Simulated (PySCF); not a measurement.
(5,5) carbon nanotube piece (C40H20): Orbital levels and atomic charges

System: (5,5) carbon nanotube piece (C40H20).

Cartesian coordinates (Å):
```
  1 C     2.799    2.094   -1.807
  2 C     1.791    3.002   -1.806
  3 C    -0.361    3.396   -0.610
  4 C    -1.126    3.309   -1.807
  5 C    -2.301    2.631   -1.807
  6 C    -3.342    0.707   -0.610
  7 C    -3.496   -0.049   -1.807
  8 C    -3.214   -1.376   -1.807
  9 C    -1.705   -2.960   -0.610
 10 C    -1.034   -3.339   -1.807
 11 C     0.316   -3.481   -1.807
 12 C     2.288   -2.536   -0.610
 13 C     2.857   -2.015   -1.806
 14 C     3.410   -0.776   -1.807
 15 C     3.417   -0.005   -0.610
 16 C     3.120    1.392   -0.610
 17 C     2.767    2.004    0.610
 18 C     1.706    2.960    0.610
 19 C     1.060    3.247   -0.609
 20 C    -0.316    3.481    1.807
 21 C    -1.051    3.250    0.610
 22 C    -2.288    2.536    0.610
 23 C    -2.761    2.012   -0.610
 24 C    -3.409    0.776    1.806
 25 C    -3.416    0.004    0.610
 26 C    -3.120   -1.393    0.610
 27 C    -2.767   -2.004   -0.610
 28 C    -1.792   -3.002    1.806
 29 C    -1.060   -3.247    0.610
 30 C     0.361   -3.397    0.610
 31 C     1.052   -3.250   -0.610
 32 C     2.301   -2.630    1.807
 33 C     2.761   -2.011    0.610
 34 C     3.343   -0.707    0.610
 35 C     3.496    0.049    1.807
 36 C     3.214    1.376    1.807
 37 C     1.034    3.338    1.807
 38 C    -2.856    2.015    1.807
 39 C    -2.800   -2.094    1.807
 40 C     1.126   -3.308    1.807
 41 H     3.280    1.823   -2.734
 42 H     1.471    3.452   -2.733
 43 H    -0.720    3.683   -2.734
 44 H    -2.828    2.466   -2.734
 45 H    -3.726    0.453   -2.734
 46 H    -3.220   -1.928   -2.734
 47 H    -1.582   -3.402   -2.734
 48 H     0.839   -3.657   -2.733
 49 H     2.748   -2.556   -2.733
 50 H     3.739   -0.333   -2.733
 51 H    -0.839    3.657    2.733
 52 H    -3.737    0.333    2.733
 53 H    -1.473   -3.453    2.733
 54 H     2.827   -2.465    2.734
 55 H     3.725   -0.453    2.734
 56 H     3.221    1.929    2.734
 57 H     1.582    3.402    2.734
 58 H    -2.747    2.556    2.733
 59 H    -3.281   -1.823    2.733
 60 H     0.719   -3.682    2.734
```

Method: LC-wPBE/def2-SVP, gas phase, PySCF, fitting set def2-universal-JFIT up to Ne and JKFIT beyond, grid level 1.

Q: Give the orbital energies near the gap.

A: 
| orbital | eV |
| --- | --- |
| HOMO-4 | -9.04 |
| HOMO-3 | -8.55 |
| HOMO-2 | -8.55 |
| HOMO-1 | -8.18 |
| HOMO | -7.14 |
| LUMO | -0.44 |
| LUMO+1 | 0.84 |
| LUMO+2 | 0.90 |
| LUMO+3 | 0.90 |

Q: Give the partial charges of the non-hydrogen atoms.

A: 
```tsv
atom	Mulliken	IAO	Hirshfeld
C1	-0.03	-0.14	-0.05
C2	-0.03	-0.14	-0.05
C3	0.01	0.00	0.00
C4	-0.03	-0.14	-0.05
C5	-0.03	-0.14	-0.05
C6	0.02	0.00	0.00
C7	-0.03	-0.14	-0.05
C8	-0.03	-0.14	-0.05
C9	0.01	0.00	0.00
C10	-0.03	-0.14	-0.05
C11	-0.03	-0.14	-0.05
C12	0.02	0.00	0.00
C13	-0.03	-0.14	-0.05
C14	-0.03	-0.14	-0.05
C15	0.01	0.00	0.00
C16	0.02	0.00	0.00
C17	0.01	0.00	0.00
C18	0.01	0.00	0.00
C19	0.02	0.00	0.00
C20	-0.03	-0.14	-0.05
C21	0.02	0.00	0.00
C22	0.02	0.00	0.00
C23	0.02	0.00	0.00
C24	-0.03	-0.14	-0.05
C25	0.02	0.00	0.00
C26	0.02	0.00	0.00
C27	0.02	0.00	0.00
C28	-0.03	-0.14	-0.05
C29	0.02	0.00	0.00
C30	0.01	0.00	0.00
C31	0.02	0.00	0.00
C32	-0.03	-0.14	-0.05
C33	0.02	0.00	0.00
C34	0.02	0.00	0.00
C35	-0.03	-0.14	-0.05
C36	-0.03	-0.14	-0.05
C37	-0.03	-0.14	-0.05
C38	-0.03	-0.14	-0.05
C39	-0.03	-0.14	-0.05
C40	-0.03	-0.14	-0.05
```
